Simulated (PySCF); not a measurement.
C5H5B, SMILES C#CB(C)C#C (CAM-B3LYP/def2-SVP optimised geometry):

```
11

B     -0.038    -0.001     0.000
C     -0.819    -1.313     0.054
C     -1.424    -2.365     0.093
H     -1.964    -3.294     0.127
C     -0.820     1.313     0.000
C     -1.425     2.364    -0.003
H     -1.965     3.294    -0.006
C      1.530    -0.001     0.000
H      1.838     0.014     1.063
H      1.965     0.894    -0.465
H      1.964    -0.909    -0.439
```

Calculation: CAM-B3LYP/def2-TZVP (PySCF).

Q: What are the frontier orbital energies and the dipole moment?

A: HOMO-2 -9.56 eV, HOMO-1 -9.50 eV, HOMO -9.38 eV, LUMO -1.16 eV, LUMO+1 1.50 eV; dipole moment 0.15 D.

On the same geometry PBE/def2-TZVP (PySCF) gives HOMO-2 -7.11 eV, HOMO-1 -6.87 eV, HOMO -6.80 eV, LUMO -3.12 eV, LUMO+1 -0.57 eV; dipole moment 0.16 D.

Meta-Löwdin charges at CAM-B3LYP/def2-TZVP: B1 0.19, C2 -0.10, C3 -0.15, H4 0.18, C5 -0.10, C6 -0.15, H7 0.18, C8 -0.44, H9 0.14, H10 0.13, H11 0.13.
